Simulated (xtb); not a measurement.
CH2I2, charge +1, doublet, at the geometry of the source list (a state made from the parent by changing its charge; the spin is typed, not shown lowest); GFN1-xTB (xtb 6.7.1).

The xtb input:
```
$ xtb mol.xyz --gfn 1 --chrg 1 --uhf 1 --json

# file mol.xyz
5

I     -1.79350000     0.95800000    -0.02460000
C     -0.00220000    -0.21880000     0.00700000
I      1.81210000     0.92210000    -0.03590000
H     -0.00510000    -0.80190000     0.92030000
H     -0.01130000    -0.85940000    -0.86690000
```

Question: Predict the main parts of the log of this xtb run.

Answer: 
```
   ID    Z sym.   atoms
    1   53 I      1, 3
    2    6 C      2
    3    1 H      4, 5

           -------------------------------------------------
          |                Calculation Setup                |
           -------------------------------------------------

           -------------------------------------------------
          |                 G F N 1 - x T B                 |
           -------------------------------------------------

          ...................................................
          :                      SETUP                      :
          :.................................................:
          :  # basis functions                  28          :
          :  # atomic orbitals                  26          :
          :  # shells                           12          :
          :  # electrons                        19          :
          :  # halogen bonds                     0          :
          :  max. iterations                   250          :
          :  Hamiltonian                  GFN1-xTB          :
          :  restarted?                      false          :
          :  GBSA solvation                  false          :
          :  PC potential                    false          :
          :  electronic temp.          300.0000000     K    :
          :  accuracy                    1.0000000          :
          :  -> integral cutoff          0.2500000E+02      :
          :  -> integral neglect         0.1000000E-07      :
          :  -> SCF convergence          0.1000000E-05 Eh   :
          :  -> wf. convergence          0.2000000E-04 e    :
          :  Broyden damping             0.4000000          :
          :  net charge                          1          :
          :  unpaired electrons                  1          :
          ...................................................

 iter      E             dE          RMSdq      gap      omega  full diag
   1    -10.4964602 -0.104965E+02  0.535E+00    4.63       0.0  T
   2    -10.5373023 -0.408421E-01  0.519E+00    3.85       1.0  T
   3    -10.5694409 -0.321386E-01  0.303E+00    4.23       1.0  T
   4    -10.5657092  0.373169E-02  0.807E-01    4.34       1.0  T
   5    -10.5638864  0.182280E-02  0.927E-01    4.32       1.0  T
   6    -10.5703635 -0.647714E-02  0.180E-01    4.32       1.0  T
   7    -10.5705111 -0.147630E-03  0.715E-02    4.31       1.0  T
   8    -10.5705416 -0.304385E-04  0.593E-04    4.30      75.4  T
   9    -10.5705416 -0.253969E-08  0.146E-04    4.30     305.4  T
  10    -10.5705416 -0.118909E-09  0.374E-05    4.30    1196.9  T

   *** convergence criteria satisfied after 10 iterations ***

         :::::::::::::::::::::::::::::::::::::::::::::::::::::
         ::                     SUMMARY                     ::
         :::::::::::::::::::::::::::::::::::::::::::::::::::::
         :: total energy             -10.523125540510 Eh    ::
         :: gradient norm              0.010386991042 Eh/a0 ::
         :: HOMO-LUMO gap              4.300818626906 eV    ::
         ::.................................................::
         :: SCC energy               -10.570541591145 Eh    ::
         :: -> electrostatic           0.135547522724 Eh    ::
         :: repulsion energy           0.049257955146 Eh    ::
         :: dispersion energy         -0.001841904511 Eh    ::
         :: halogen bond corr.         0.000000000000 Eh    ::
         :: add. restraining           0.000000000000 Eh    ::
         :: total charge               1.000000000000 e     ::
         :::::::::::::::::::::::::::::::::::::::::::::::::::::

           -------------------------------------------------
          |                Property Printout                |
           -------------------------------------------------

    * Orbital Energies and Occupations

         #    Occupation            Energy/Eh            Energy/eV
      -------------------------------------------------------------
         1        2.0000           -1.1633114             -31.6553
         2        2.0000           -1.1632761             -31.6544
         3        2.0000           -0.8822379             -24.0069
         4        2.0000           -0.7888290             -21.4651
         5        2.0000           -0.7711198             -20.9832
         6        2.0000           -0.7644805             -20.8026
         7        2.0000           -0.6953570             -18.9216
         8        2.0000           -0.6931844             -18.8625
         9        1.5443           -0.6826782             -18.5766
        10        1.4557           -0.6823404             -18.5674 (HOMO)
        11                         -0.5242883             -14.2666 (LUMO)
        12                         -0.4924298             -13.3997
        13                         -0.3479774              -9.4689
        14                         -0.3477458              -9.4626
        15                         -0.3346159              -9.1054
        16                         -0.3343778              -9.0989
        17                         -0.3316714              -9.0252
        18                         -0.3288947              -8.9497
        19                         -0.3160653              -8.6006
        20                         -0.3102698              -8.4429
        21                         -0.2859949              -7.7823
       ...                                ...                  ...
        26                          0.1394592               3.7949
      -------------------------------------------------------------
                  HL-Gap            0.1580522 Eh            4.3008 eV
             Fermi-level           -0.6429118 Eh          -17.4945 eV

  Mulliken/CM5 charges         n(s)   n(p)   n(d)
     1I     0.34161  0.35778   1.994  4.661  0.004
     2C     0.07256 -0.06612   1.078  2.850  0.000
     3I     0.34161  0.35777   1.994  4.661  0.004
     4H     0.12211  0.17529   0.878  0.000  0.000
     5H     0.12211  0.17529   0.878  0.000  0.000

Wiberg/Mayer (AO) data.
largest (>0.10) Wiberg bond orders for each atom

 ---------------------------------------------------------------------------
     #   Z sym  total        # sym  WBO       # sym  WBO       # sym  WBO
 ---------------------------------------------------------------------------
     1  53 I    1.247 --     2 C    0.993     3 I    0.237
     2   6 C    3.893 --     1 I    0.993     3 I    0.993     5 H    0.953
                             4 H    0.953
     3  53 I    1.247 --     2 C    0.993     1 I    0.237
     4   1 H    0.971 --     2 C    0.953
     5   1 H    0.971 --     2 C    0.953
 ---------------------------------------------------------------------------

Topologies differ in total number of bonds
Writing topology from bond orders to xtbtopo.mol

 dipole moment from electron density (au)
     X       Y       Z
   0.0085   0.8522  -0.0274  total (Debye):    2.167

           -------------------------------------------------
          | TOTAL ENERGY              -10.523125540510 Eh   |
          | GRADIENT NORM               0.010386991042 Eh/α |
          | HOMO-LUMO GAP               4.300818626906 eV   |
           -------------------------------------------------

normal termination of xtb
```
